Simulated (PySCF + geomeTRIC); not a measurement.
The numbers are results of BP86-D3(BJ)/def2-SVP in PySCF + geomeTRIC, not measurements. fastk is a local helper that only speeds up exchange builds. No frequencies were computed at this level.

```python
import json, numpy as np
from pyscf import gto, dft
from fastk import lowrank_exchange
atoms = """
Ti    -0.026983     0.011923     0.002676
C      1.731395    -0.119114    -1.063626
H      1.870919     0.791403    -1.669111
H      1.761081    -0.985522    -1.742956
H      2.589499    -0.199022    -0.375469
C     -1.572427     0.259438    -1.331983
H     -2.540527     0.135301    -0.819112
H     -1.545306    -0.437376    -2.183707
H     -1.528634     1.288310    -1.728927
C     -0.292477    -1.781371     0.985889
H     -0.609420    -2.594449     0.314281
H     -1.065139    -1.665330     1.764437
H      0.640349    -2.100010     1.480949
S      0.091580     1.784686     1.547015
H      0.917419     1.045376     2.308382
"""
def scf(charge, spin, dm0=None):
    mol = gto.M(atom=atoms, basis='def2-svp', ecp={}, charge=charge, spin=spin, verbose=3, max_memory=10080)
    mf = dft.KS(mol, xc='bp86').density_fit(auxbasis="def2-universal-jkfit")
    mf.disp = 'd3bj'
    mf.grids.level = 3
    mf.conv_tol = 1e-8
    mf.max_cycle = 120
    mf.level_shift = 0.25
    mf.kernel(dm0)
    if not mf.converged:
        mf = mf.newton().run(mf.mo_coeff, mf.mo_occ).undo_soscf()
    return mf
mf = scf(0, 0)
from pyscf.geomopt.geometric_solver import kernel as optimize
path = []
done, mol = optimize(mf, maxsteps=120, assert_convergence=False, callback=lambda env: path.append((env["energy"], bool(env["g_scanner"].converged))))
res = dict(converged=bool(done and path[-1][1]), energy=path[-1][0], path=[e for e, c in path], xyz=mol.atom_coords(unit="Angstrom").tolist(), nao=mol.nao)
json.dump(res, open("result.json", "w"))
```

Output:

```
[...]
Geometry optimization cycle 27
converged SCF energy = -1367.87847618245
cycle 27: E = -1367.87847618  dE = -2.40936e-06  norm(grad) = 0.000496553
Geometry optimization cycle 28
converged SCF energy = -1367.8784785621
cycle 28: E = -1367.87847856  dE = -2.37965e-06  norm(grad) = 0.000323466
Geometry optimization cycle 29
converged SCF energy = -1367.87848100527
cycle 29: E = -1367.87848101  dE = -2.44317e-06  norm(grad) = 0.00026115
Geometry optimization cycle 30
converged SCF energy = -1367.87848403453
cycle 30: E = -1367.87848403  dE = -3.02925e-06  norm(grad) = 0.000429399
Geometry optimization cycle 31
converged SCF energy = -1367.87848778893
cycle 31: E = -1367.87848779  dE = -3.7544e-06  norm(grad) = 0.000635412
Geometry optimization cycle 32
converged SCF energy = -1367.87849274483
cycle 32: E = -1367.87849274  dE = -4.95591e-06  norm(grad) = 0.000724877
Geometry optimization cycle 33
converged SCF energy = -1367.87849763163
cycle 33: E = -1367.87849763  dE = -4.88679e-06  norm(grad) = 0.000572705
Geometry optimization cycle 34
converged SCF energy = -1367.87850184831
cycle 34: E = -1367.87850185  dE = -4.21668e-06  norm(grad) = 0.000461249
Geometry optimization cycle 35
converged SCF energy = -1367.87850625363
cycle 35: E = -1367.87850625  dE = -4.40532e-06  norm(grad) = 0.000536141
Geometry optimization cycle 36
converged SCF energy = -1367.87851075418
cycle 36: E = -1367.87851075  dE = -4.50056e-06  norm(grad) = 0.000570841
Geometry optimization cycle 37
converged SCF energy = -1367.87851464669
cycle 37: E = -1367.87851465  dE = -3.8925e-06  norm(grad) = 0.000395871
Geometry optimization cycle 38
converged SCF energy = -1367.87851775274
cycle 38: E = -1367.87851775  dE = -3.10605e-06  norm(grad) = 0.000223779
Geometry optimization cycle 39
converged SCF energy = -1367.87852048265
cycle 39: E = -1367.87852048  dE = -2.72991e-06  norm(grad) = 0.000260176
Geometry optimization cycle 40
converged SCF energy = -1367.87852316819
cycle 40: E = -1367.87852317  dE = -2.68554e-06  norm(grad) = 0.000378506
Geometry optimization cycle 41
converged SCF energy = -1367.87852624095
cycle 41: E = -1367.87852624  dE = -3.07277e-06  norm(grad) = 0.000449124
Geometry optimization cycle 42
converged SCF energy = -1367.87853007502
cycle 42: E = -1367.87853008  dE = -3.83407e-06  norm(grad) = 0.000414023
Geometry optimization cycle 43
converged SCF energy = -1367.87853422869
cycle 43: E = -1367.87853423  dE = -4.15366e-06  norm(grad) = 0.000372483
Geometry optimization cycle 44
converged SCF energy = -1367.87853852837
cycle 44: E = -1367.87853853  dE = -4.29968e-06  norm(grad) = 0.000495095
Geometry optimization cycle 45
converged SCF energy = -1367.87854322799
cycle 45: E = -1367.87854323  dE = -4.69962e-06  norm(grad) = 0.000583208
Geometry optimization cycle 46
converged SCF energy = -1367.87854833019
cycle 46: E = -1367.87854833  dE = -5.10221e-06  norm(grad) = 0.000461774
Geometry optimization cycle 47
converged SCF energy = -1367.87855194842
cycle 47: E = -1367.87855195  dE = -3.61823e-06  norm(grad) = 0.000246881
Geometry optimization cycle 48
converged SCF energy = -1367.87855471134
cycle 48: E = -1367.87855471  dE = -2.76292e-06  norm(grad) = 0.000197305
Geometry optimization cycle 49
converged SCF energy = -1367.87855747577
cycle 49: E = -1367.87855748  dE = -2.76443e-06  norm(grad) = 0.000197274
Geometry optimization cycle 50
converged SCF energy = -1367.87855928744
cycle 50: E = -1367.87855929  dE = -1.81167e-06  norm(grad) = 0.000128835
Geometry optimization cycle 51
converged SCF energy = -1367.87856039365
cycle 51: E = -1367.87856039  dE = -1.10621e-06  norm(grad) = 6.72478e-05
Geometry optimization cycle 52
converged SCF energy = -1367.87856078086
cycle 52: E = -1367.87856078  dE = -3.87209e-07  norm(grad) = 7.28722e-05
Geometry optimization cycle 53
converged SCF energy = -1367.87856097511
cycle 53: E = -1367.87856098  dE = -1.94242e-07  norm(grad) = 7.53304e-05
Geometry optimization cycle 54
converged SCF energy = -1367.87856111734
cycle 54: E = -1367.87856112  dE = -1.42237e-07  norm(grad) = 6.98149e-05
Geometry optimization cycle 55
converged SCF energy = -1367.87856113173
cycle 55: E = -1367.87856113  dE = -1.43878e-08  norm(grad) = 5.27871e-05
<class 'geometric.internal.Distance'> : 14
<class 'geometric.internal.Angle'> : 25
<class 'geometric.internal.Dihedral'> : 30
<class 'geometric.internal.TranslationX'> : 1
<class 'geometric.internal.TranslationY'> : 1
<class 'geometric.internal.TranslationZ'> : 1
<class 'geometric.internal.RotationA'> : 1
<class 'geometric.internal.RotationB'> : 1
<class 'geometric.internal.RotationC'> : 1
Step    0 : Gradient = 7.829e-03/1.441e-02 (rms/max) Energy = -1367.8760667857
Step    1 : Displace = 2.491e-02/4.965e-02 (rms/max) Trust = 1.000e-01 (=) Grad = 1.881e-03/3.848e-03 (rms/max) E (change) = -1367.8779411783 (-1.874e-03) Quality = 1.120
Step    2 : Displace = 1.181e-02/2.604e-02 (rms/max) Trust = 1.414e-01 (+) Grad = 1.315e-03/2.218e-03 (rms/max) E (change) = -1367.8781619901 (-2.208e-04) Quality = 1.470
Step    3 : Displace = 1.639e-02/3.430e-02 (rms/max) Trust = 2.000e-01 (+) Grad = 7.622e-04/1.469e-03 (rms/max) E (change) = -1367.8783047141 (-1.427e-04) Quality = 1.225
Step    4 : Displace = 7.710e-03/1.580e-02 (rms/max) Trust = 2.828e-01 (+) Grad = 5.234e-04/1.114e-03 (rms/max) E (change) = -1367.8783411702 (-3.646e-05) Quality = 1.428
Step    5 : Displace = 7.916e-03/1.340e-02 (rms/max) Trust = 3.000e-01 (+) Grad = 3.465e-04/6.123e-04 (rms/max) E (change) = -1367.8783647949 (-2.362e-05) Quality = 1.281
Step    6 : Displace = 5.358e-03/7.857e-03 (rms/max) Trust = 3.000e-01 (=) Grad = 2.431e-04/5.999e-04 (rms/max) E (change) = -1367.8783744551 (-9.660e-06) Quality = 1.363
Step    7 : Displace = 5.679e-03/1.138e-02 (rms/max) Trust = 3.000e-01 (=) Grad = 2.317e-04/4.982e-04 (rms/max) E (change) = -1367.8783812435 (-6.788e-06) Quality = 1.407
Step    8 : Displace = 7.891e-03/1.804e-02 (rms/max) Trust = 3.000e-01 (=) Grad = 2.897e-04/5.803e-04 (rms/max) E (change) = -1367.8783884115 (-7.168e-06) Quality = 1.409
Step    9 : Displace = 1.300e-02/3.168e-02 (rms/max) Trust = 3.000e-01 (=) Grad = 3.398e-04/5.782e-04 (rms/max) E (change) = -1367.8783978984 (-9.487e-06) Quality = 1.291
Step   10 : Displace = 1.841e-02/4.673e-02 (rms/max) Trust = 3.000e-01 (=) Grad = 3.496e-04/8.744e-04 (rms/max) E (change) = -1367.8784093827 (-1.148e-05) Quality = 1.207
Step   11 : Displace = 2.263e-02/5.876e-02 (rms/max) Trust = 3.000e-01 (=) Grad = 3.706e-04/9.567e-04 (rms/max) E (change) = -1367.8784231374 (-1.375e-05) Quality = 1.193
Step   12 : Displace = 2.213e-02/5.739e-02 (rms/max) Trust = 3.000e-01 (=) Grad = 4.070e-04/7.662e-04 (rms/max) E (change) = -1367.8784379911 (-1.485e-05) Quality = 1.201
Step   13 : Displace = 1.500e-02/3.637e-02 (rms/max) Trust = 3.000e-01 (=) Grad = 3.472e-04/6.736e-04 (rms/max) E (change) = -1367.8784489368 (-1.095e-05) Quality = 1.062
Step   14 : Displace = 6.043e-03/1.097e-02 (rms/max) Trust = 3.000e-01 (=) Grad = 1.873e-04/3.839e-04 (rms/max) E (change) = -1367.8784540879 (-5.151e-06) Quality = 1.003
Step   15 : Displace = 2.580e-03/4.728e-03 (rms/max) Trust = 3.000e-01 (=) Grad = 8.755e-05/1.911e-04 (rms/max) E (change) = -1367.8784559821 (-1.894e-06) Quality = 1.033
Step   16 : Displace = 2.707e-03/4.545e-03 (rms/max) Trust = 3.000e-01 (=) Grad = 1.010e-04/2.139e-04 (rms/max) E (change) = -1367.8784570020 (-1.020e-06) Quality = 0.965
Step   17 : Displace = 3.896e-03/6.669e-03 (rms/max) Trust = 3.000e-01 (=) Grad = 1.273e-04/2.496e-04 (rms/max) E (change) = -1367.8784577330 (-7.310e-07) Quality = 0.669
Step   18 : Displace = 4.336e-03/8.111e-03 (rms/max) Trust = 3.000e-01 (=) Grad = 1.127e-04/2.308e-04 (rms/max) E (change) = -1367.8784584030 (-6.700e-07) Quality = 0.598
Step   19 : Displace = 4.369e-03/8.671e-03 (rms/max) Trust = 3.000e-01 (=) Grad = 9.213e-05/2.072e-04 (rms/max) E (change) = -1367.8784587753 (-3.722e-07) Quality = 0.331
Step   20 : Displace = 5.226e-03/1.050e-02 (rms/max) Trust = 3.000e-01 (=) Grad = 1.349e-04/2.791e-04 (rms/max) E (change) = -1367.8784592631 (-4.879e-07) Quality = 0.341
Step   21 : Displace = 8.860e-03/1.713e-02 (rms/max) Trust = 3.000e-01 (=) Grad = 2.284e-04/4.400e-04 (rms/max) E (change) = -1367.8784599542 (-6.910e-07) Quality = 0.284
Step   22 : Displace = 1.676e-02/3.110e-02 (rms/max) Trust = 3.000e-01 (=) Grad = 3.198e-04/6.140e-04 (rms/max) E (change) = -1367.8784609021 (-9.479e-07) Quality = 0.214
Step   23 : Displace = 8.989e-03/2.052e-02 (rms/max) Trust = 8.381e-03 (-) Grad = 2.636e-04/5.223e-04 (rms/max) E (change) = -1367.8784649596 (-4.057e-06) Quality = 0.858
Step   24 : Displace = 1.221e-02/3.209e-02 (rms/max) Trust = 1.185e-02 (+) Grad = 9.892e-05/2.548e-04 (rms/max) E (change) = -1367.8784717003 (-6.741e-06) Quality = 0.728
Step   25 : Displace = 1.227e-02/2.722e-02 (rms/max) Trust = 1.185e-02 (=) Grad = 1.279e-04/2.810e-04 (rms/max) E (change) = -1367.8784737731 (-2.073e-06) Quality = 0.393
Step   26 : Displace = 1.216e-02/2.451e-02 (rms/max) Trust = 1.185e-02 (=) Grad = 1.282e-04/2.412e-04 (rms/max) E (change) = -1367.8784761824 (-2.409e-06) Quality = 0.449
Step   27 : Displace = 1.198e-02/2.431e-02 (rms/max) Trust = 1.185e-02 (=) Grad = 8.352e-05/1.433e-04 (rms/max) E (change) = -1367.8784785621 (-2.380e-06) Quality = 0.471
Step   28 : Displace = 1.186e-02/2.437e-02 (rms/max) Trust = 1.185e-02 (=) Grad = 6.743e-05/1.525e-04 (rms/max) E (change) = -1367.8784810053 (-2.443e-06) Quality = 0.560
Step   29 : Displace = 1.186e-02/2.400e-02 (rms/max) Trust = 1.185e-02 (=) Grad = 1.109e-04/2.236e-04 (rms/max) E (change) = -1367.8784840345 (-3.029e-06) Quality = 0.708
Step   30 : Displace = 1.194e-02/2.332e-02 (rms/max) Trust = 1.185e-02 (=) Grad = 1.641e-04/2.994e-04 (rms/max) E (change) = -1367.8784877889 (-3.754e-06) Quality = 0.723
Step   31 : Displace = 1.219e-02/2.365e-02 (rms/max) Trust = 1.185e-02 (=) Grad = 1.872e-04/3.433e-04 (rms/max) E (change) = -1367.8784927448 (-4.956e-06) Quality = 0.701
Step   32 : Displace = 1.235e-02/2.428e-02 (rms/max) Trust = 1.185e-02 (=) Grad = 1.479e-04/3.283e-04 (rms/max) E (change) = -1367.8784976316 (-4.887e-06) Quality = 0.638
Step   33 : Displace = 1.230e-02/2.541e-02 (rms/max) Trust = 1.185e-02 (=) Grad = 1.191e-04/3.211e-04 (rms/max) E (change) = -1367.8785018483 (-4.217e-06) Quality = 0.590
Step   34 : Displace = 1.231e-02/2.596e-02 (rms/max) Trust = 1.185e-02 (=) Grad = 1.384e-04/3.048e-04 (rms/max) E (change) = -1367.8785062536 (-4.405e-06) Quality = 0.605
Step   35 : Displace = 1.240e-02/2.604e-02 (rms/max) Trust = 1.185e-02 (=) Grad = 1.474e-04/2.677e-04 (rms/max) E (change) = -1367.8785107542 (-4.501e-06) Quality = 0.595
Step   36 : Displace = 1.226e-02/2.475e-02 (rms/max) Trust = 1.185e-02 (=) Grad = 1.022e-04/1.864e-04 (rms/max) E (change) = -1367.8785146467 (-3.893e-06) Quality = 0.572
Step   37 : Displace = 1.202e-02/2.323e-02 (rms/max) Trust = 1.185e-02 (=) Grad = 5.778e-05/1.151e-04 (rms/max) E (change) = -1367.8785177527 (-3.106e-06) Quality = 0.524
Step   38 : Displace = 1.188e-02/2.229e-02 (rms/max) Trust = 1.185e-02 (=) Grad = 6.718e-05/1.307e-04 (rms/max) E (change) = -1367.8785204826 (-2.730e-06) Quality = 0.496
Step   39 : Displace = 1.180e-02/2.236e-02 (rms/max) Trust = 1.185e-02 (=) Grad = 9.773e-05/1.777e-04 (rms/max) E (change) = -1367.8785231682 (-2.686e-06) Quality = 0.495
Step   40 : Displace = 1.171e-02/2.225e-02 (rms/max) Trust = 1.185e-02 (=) Grad = 1.160e-04/1.927e-04 (rms/max) E (change) = -1367.8785262410 (-3.073e-06) Quality = 0.534
Step   41 : Displace = 1.159e-02/2.154e-02 (rms/max) Trust = 1.185e-02 (=) Grad = 1.069e-04/1.871e-04 (rms/max) E (change) = -1367.8785300750 (-3.834e-06) Quality = 0.592
Step   42 : Displace = 1.154e-02/2.013e-02 (rms/max) Trust = 1.185e-02 (=) Grad = 9.617e-05/2.267e-04 (rms/max) E (change) = -1367.8785342287 (-4.154e-06) Quality = 0.591
Step   43 : Displace = 1.153e-02/1.796e-02 (rms/max) Trust = 1.185e-02 (=) Grad = 1.278e-04/2.555e-04 (rms/max) E (change) = -1367.8785385284 (-4.300e-06) Quality = 0.591
Step   44 : Displace = 1.157e-02/1.707e-02 (rms/max) Trust = 1.185e-02 (=) Grad = 1.506e-04/3.065e-04 (rms/max) E (change) = -1367.8785432280 (-4.700e-06) Quality = 0.598
Step   45 : Displace = 1.163e-02/1.720e-02 (rms/max) Trust = 1.185e-02 (=) Grad = 1.192e-04/2.183e-04 (rms/max) E (change) = -1367.8785483302 (-5.102e-06) Quality = 0.611
Step   46 : Displace = 1.159e-02/1.696e-02 (rms/max) Trust = 1.185e-02 (=) Grad = 6.374e-05/1.236e-04 (rms/max) E (change) = -1367.8785519484 (-3.618e-06) Quality = 0.462
Step   47 : Displace = 1.159e-02/1.884e-02 (rms/max) Trust = 1.185e-02 (=) Grad = 5.094e-05/9.840e-05 (rms/max) E (change) = -1367.8785547113 (-2.763e-06) Quality = 0.381
Step   48 : Displace = 1.159e-02/1.978e-02 (rms/max) Trust = 1.185e-02 (=) Grad = 5.094e-05/1.002e-04 (rms/max) E (change) = -1367.8785574758 (-2.764e-06) Quality = 0.397
Step   49 : Displace = 1.154e-02/2.027e-02 (rms/max) Trust = 1.185e-02 (=) Grad = 3.327e-05/7.307e-05 (rms/max) E (change) = -1367.8785592874 (-1.812e-06) Quality = 0.275
Step   50 : Displace = 1.152e-02/2.041e-02 (rms/max) Trust = 1.185e-02 (=) Grad = 1.736e-05/3.391e-05 (rms/max) E (change) = -1367.8785603937 (-1.106e-06) Quality = 0.179
Step   51 : Displace = 5.523e-03/9.809e-03 (rms/max) Trust = 5.758e-03 (-) Grad = 1.882e-05/3.403e-05 (rms/max) E (change) = -1367.8785607809 (-3.872e-07) Quality = 0.132
Step   52 : Displace = 2.783e-03/5.027e-03 (rms/max) Trust = 2.762e-03 (-) Grad = 1.945e-05/3.592e-05 (rms/max) E (change) = -1367.8785609751 (-1.942e-07) Quality = 0.121
Step   53 : Displace = 1.435e-03/2.729e-03 (rms/max) Trust = 1.381e-03 (-) Grad = 1.803e-05/3.550e-05 (rms/max) E (change) = -1367.8785611173 (-1.422e-07) Quality = 0.118
Step   54 : Displace = 6.964e-04/1.327e-03 (rms/max) Trust = 6.904e-04 (-) Grad = 1.363e-05/2.630e-05 (rms/max) E (change) = -1367.8785611317 (-1.439e-08) Quality = 0.020
Converged! =D
```

Cost: about 26 core-minutes (a rough figure).
